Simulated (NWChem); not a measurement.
System: CH3O2 cation; SMILES O=C[OH2+]

NWChem input:

```
start job
memory heap 200 mb stack 900 mb global 1100 mb
charge 1
geometry units angstroms
  O      0.881842     0.750471    -0.197547
  C      0.432925    -0.211192     0.234106
  O     -1.060395    -0.480975    -0.038973
  H      0.795751    -1.076272     0.788442
  H     -1.586850    -0.960385     0.637747
  H     -1.533443     0.275433    -0.461446
end
basis spherical
  * library def2-svp
end
dft
  xc pbe0
  iterations 150
end
driver
  maxiter 120
end
task dft optimize
task dft freq
```

NWChem printed, in part:

```
             Northwest Computational Chemistry Package (NWChem) 7.3.0
             --------------------------------------------------------

 C1  symmetry detected

                             Geometry "geometry" -> ""
                             -------------------------

 Output coordinates in angstroms (scale by  1.889725989 to convert to a.u.)

  No.       Tag          Charge          X              Y              Z
 ---- ---------------- ---------- -------------- -------------- --------------
    1 O                    8.0000    -0.27970037     1.20282556     0.00202251
    2 C                    6.0000     0.45145319     0.32085219    -0.01154060
    3 O                    8.0000    -0.15050342    -1.09822759    -0.04647561
    4 H                    1.0000     1.53211321     0.18747718    -0.05252266
    5 H                    1.0000     0.33053710    -1.82822085     0.40146258
    6 H                    1.0000    -1.12973912    -1.12115323     0.07592853

 Effective nuclear repulsion energy (a.u.)      75.6031818698

                                Z-matrix (autoz)
                                --------

 Units are Angstrom for bonds and degrees for angles

      Type          Name      I     J     K     L     M      Value
      ----------- --------  ----- ----- ----- ----- ----- ----------
    1 Stretch                  1     2                       1.14571
    2 Stretch                  2     3                       1.54187
    3 Stretch                  2     4                       1.08963
    4 Stretch                  3     5                       0.98231
    5 Stretch                  3     6                       0.98712
    6 Bend                     1     2     3               117.36290
    7 Bend                     1     2     4               136.68443
    8 Bend                     2     3     5               118.84496
    9 Bend                     2     3     6               113.94462
   10 Bend                     3     2     4               105.88366
   11 Bend                     5     3     6               114.32961
   12 Torsion                  1     2     3     5        -147.68545
   13 Torsion                  1     2     3     6          -8.29035
   14 Torsion                  4     2     3     5          34.83411
   15 Torsion                  4     2     3     6         174.22921

                           NWChem Geometry Optimization
                           ----------------------------

[...]

      ----------------------
      Optimization converged
      ----------------------

  Step       Energy      Delta E   Gmax     Grms     Xrms     Xmax
  ---- ---------------- -------- -------- -------- -------- --------
@   11    -189.67445548 -9.2D-09  0.00001  0.00000  0.00011  0.00023
                                     ok       ok       ok       ok

                                Z-matrix (autoz)
                                --------

 Units are Angstrom for bonds and degrees for angles

[...]

 Rotational Constants
 --------------------
 A=   2.078085 cm-1  (  2.989834 K)
 B=   0.338982 cm-1  (  0.487709 K)
 C=   0.291914 cm-1  (  0.419990 K)

 Temperature                      =   298.15K
 frequency scaling parameter      =   1.0000

 Zero-Point correction to Energy  =   27.123 kcal/mol  (  0.043224 au)
 Thermal correction to Energy     =   29.831 kcal/mol  (  0.047539 au)
 Thermal correction to Enthalpy   =   30.423 kcal/mol  (  0.048483 au)

 Total Entropy                    =   63.952 cal/mol-K
   - Translational                =   37.452 cal/mol-K (mol. weight =  47.0133)
   - Rotational                   =   21.579 cal/mol-K (symmetry #  =        1)
   - Vibrational                  =    4.921 cal/mol-K

 Cv (constant volume heat capacity) =   12.992 cal/mol-K
   - Translational                  =    2.979 cal/mol-K
   - Rotational                     =    2.979 cal/mol-K
   - Vibrational                    =    7.033 cal/mol-K

[normal modes left out]

 ----------------------------------------------------------------------------
 Normal Eigenvalue ||           Projected Infra Red Intensities
  Mode   [cm**-1]  || [atomic units] [(debye/angs)**2] [(KM/mol)] [arbitrary]
 ------ ---------- || -------------- ----------------- ---------- -----------
    1       -0.000 ||    0.002381           0.055         2.321       0.214
    2       -0.000 ||    0.040194           0.927        39.183       3.620
    3       -0.000 ||    0.018004           0.415        17.551       1.622
    4       -0.000 ||    0.036040           0.831        35.134       3.246
    5        0.000 ||    0.000515           0.012         0.502       0.046
    6        0.000 ||    0.019526           0.450        19.034       1.759
    7      195.322 ||    0.282465           6.517       275.361      25.442
    8      386.450 ||    0.131392           3.031       128.087      11.835
    9      409.240 ||    0.049606           1.144        48.358       4.468
   10      558.974 ||    0.206062           4.754       200.879      18.560
   11      924.633 ||    0.075274           1.737        73.381       6.780
   12      955.041 ||    0.005890           0.136         5.742       0.531
   13     1279.177 ||    0.000432           0.010         0.421       0.039
   14     1576.886 ||    0.131276           3.029       127.974      11.824
   15     2091.385 ||    0.255851           5.903       249.416      23.045
   16     3213.701 ||    0.023873           0.551        23.273       2.150
   17     3632.576 ||    0.288835           6.664       281.571      26.016
   18     3758.679 ||    0.430800           9.939       419.965      38.803
 ----------------------------------------------------------------------------
```

Level: PBE0/def2-SVP.
